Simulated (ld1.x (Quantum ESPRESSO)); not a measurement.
**Transferability test, TM potential for indium (In)**

```json
{
  "Element": "indium (In)",
  "Generator": "ld1.x (Quantum ESPRESSO) 7.5",
  "Type": "norm-conserving Troullier–Martins (Kleinman–Bylander form)",
  "Functional": "PBE",
  "Relativity": "scalar-relativistic",
  "Frozen core": "[Kr]",
  "Valence charge": "13",
  "Reference configuration": "4d10 5s2 5p1",
  "Partial waves": "5s (bound): rc 2.15 bohr; 4d (bound): rc 1.60 bohr; 5p (bound): rc 2.20 bohr",
  "Local potential": "the p channel",
  "Core correction": "a·sin(br)/r model core inside 1.55 bohr"
}
```

Energies are relative to the spin-unpolarised reference configuration 4d10 5s2 5p1; without spin polarisation the order of configurations can differ from experiment.

```csv
valence configuration,charge,ΔE all-electron (eV),error AE − PS (meV)
4d10 5s2 5p0,+1,5.363,-0.6
4d10 5s1 5p0,+2,24.598,-4.1
4d10 5s0 5p0,+3,52.918,-71
4d10 5s2 5p1.3,-0.3,-0.532,0.0
4d10 5s0 5p3,0,11.947,-8.6
4d9 5s2 5p1,+1,25.115,-155
```

(1) What are ΔE and the potential's error for 4d9 5s2 5p2?

Levels in the configuration 4d9 5s2 5p1:

| level | all-electron (eV) | pseudo (eV) |
| --- | --- | --- |
| 4d | -32.015 | -32.243 |
| 5s | -17.396 | -17.334 |
| 5p | -10.132 | -10.029 |

Results:

(1) ΔE = 18.307 eV all-electron; the error (AE − PS) is -231 meV.
